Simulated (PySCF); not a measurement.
1,1-dichloro-1-fluoropropane (C₃H₅Cl₂F), SMILES CCC(F)(Cl)Cl.

The structure is a stationary point at ωB97X-D3(BJ)/def2-SVP. One conformer was computed; it need not be the lowest.

Calculation: PBE/def2-TZVP (PySCF).

Isolated molecule, no solvent.

Computed frontier levels, gap, dipole moment and polarisability:
| Item | Result |
|---|---|
| highest occupied level | -7.37 eV |
| lowest empty level | -1.25 eV |
| orbital gap | 6.11 eV |
| dipole moment | 2.02 D |
| quadrupole, principal values (traceless, Buckingham form, about the centre of nuclear charge) | -1.91, -0.74, 2.64 D·Å |
| mean static polarisability | 63.6 bohr³ (9.42 Å³) |
| polarisability, principal values | 51.8, 65.2, 73.6 bohr³ |
